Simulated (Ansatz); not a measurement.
The first iterations of a band of CH₆BClGeO (11 atoms, charge 0, multiplicity 1).

These are results of Ansatz 0.2.0, RKS LDA/def2-SVP, not measurements.

```json
{"movable images": "5", "climbing image": "yes", "spring": "5.0 eV/Å²", "optimiser": "quadratic models (default)", "start path": "IDPP", "force threshold": "0.05 eV/Å", "iteration limit": "60", "end points": "relaxed"}
```

First end point:

```xyz
11
Properties=species:S:1:pos:R:3
O -1.098 1.452 -0.236
C -0.811 0.411 -1.123
B 0.134 -0.699 -0.593
Cl 0.458 -2.118 -1.550
Ge 0.992 -0.355 1.231
H -1.198 1.068 0.659
H -1.727 -0.041 -1.597
H -0.265 0.840 -2.008
H -0.105 0.150 2.214
H 2.009 0.803 1.134
H 1.676 -1.570 1.890
```

Last end point:

```xyz
11
Properties=species:S:1:pos:R:3
O 0.410 1.575 -0.857
C -0.169 0.414 -1.376
B -0.411 -0.740 -0.369
Cl -1.237 -2.191 -0.868
Ge 0.337 -0.465 1.515
H 0.025 1.735 0.029
H -1.102 0.608 -1.978
H 0.530 -0.016 -2.144
H -0.174 -1.446 2.589
H -0.024 0.973 1.991
H 1.881 -0.505 1.490
```

| iteration | highest image above the first end (eV) | largest band force component (eV/Å) |
| --- | --- | --- |
| 1 | 0.225 | 1.190 |
| 2 | 0.092 | 0.194 |

Problem. Does the band converge within its limit, and where does its top end?

Solution. It converged. It ended after 8 iterations with the highest image 0.073 eV above the first end. A vibrational analysis at the climbing image gives one clearly imaginary mode, 140i cm⁻¹: a first-order saddle point.

Time of the run: 70 s on 2 threads of Arm Neoverse V1 (shared host), peak memory 0.17 GiB.
